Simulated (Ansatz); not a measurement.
Reaction (formal exchange of groups at the Si–C bond): `C[SiH](Cl)Cl` + `C=C[SiH](Cl)C=C` → `C=C[SiH](Cl)/C=C\[SiH](Cl)Cl` + CH₄

Calculated with Ansatz (gas phase, PBE0-D4/def2-TZVP geometries, no zero-point term in ΔE). CBS: MP2 limit from def2 TZ/QZ plus the TZ coupled-cluster correction, frozen cores. This one scheme is used for every species. DFT in def2-TZVPP. One conformer a species, not always the lowest.

`C[SiH](Cl)Cl`:

Cartesian coordinates in Å:
```
C 0.667 0.357 -0.702
Si -0.620 -0.273 0.464
Cl -0.760 0.973 2.084
Cl -0.109 -2.147 1.115
H 0.748 -0.307 -1.566
H 0.401 1.358 -1.050
H 1.639 0.407 -0.207
H -1.966 -0.367 -0.138
```

`C=C[SiH](Cl)C=C`:

Cartesian coordinates in Å:
```
C -2.275 0.232 0.453
C -1.026 0.043 0.871
Si 0.397 0.984 0.156
Cl 1.383 2.005 1.659
C 1.627 -0.135 -0.659
C 1.373 -1.417 -0.909
H -2.513 0.957 -0.321
H -3.115 -0.322 0.863
H -0.842 -0.689 1.655
H -0.124 2.009 -0.783
H 2.593 0.273 -0.952
H 0.427 -1.876 -0.637
H 2.096 -2.065 -1.396
```

`C=C[SiH](Cl)/C=C\[SiH](Cl)Cl`:

```xyz
16

C    -0.655   -1.443   -1.487
C    -0.400   -1.931   -0.275
Si    0.869   -1.217    0.870
Cl    0.025   -0.992    2.740
C     1.524    0.418    0.251
C     0.837    1.542    0.021
Si   -0.978    1.816    0.276
Cl   -1.811    2.262   -1.544
Cl   -1.210    3.433    1.505
H    -1.393   -1.894   -2.144
H    -0.140   -0.570   -1.876
H    -0.950   -2.809    0.060
H     2.013   -2.142    1.052
H     2.597    0.439    0.051
H     1.377    2.415   -0.351
H    -1.706    0.674    0.850
```

CH₄:

Z-matrix (Å, degrees):
```
C
H 1 1.090
H 1 1.090 2 109.5
H 1 1.090 2 109.5 3 -120.0
H 1 1.090 2 109.5 3 120.0
```

| level | ΔE (kJ/mol) |
| --- | --- |
| PBE-D4 | -0.2 |
| PBE0-D4 | 3.0 |

What does CCSD(T)/CBS give? (Best estimate.)

The calculation gave: +6.0 kJ/mol. The listed levels differ from it by -6.2, -3.0 kJ/mol.

Largest T1 diagnostic among the species: 0.011.

The D4 term adds −20.7 kJ/mol with B3LYP and −12.6 kJ/mol with PBE0; it sums over pairs of atoms, weighted by their polarisabilities, and B3LYP, whose exchange is more repulsive, gets the larger term. In def2-TZVPP, CCSD(T) changes the Hartree–Fock value by −22.7 kJ/mol (the triples alone add −4.8 kJ/mol) and MP2 by −26.2 kJ/mol.

B3LYP here is the variant with VWN-RPA as its local correlation; programs differ in this.
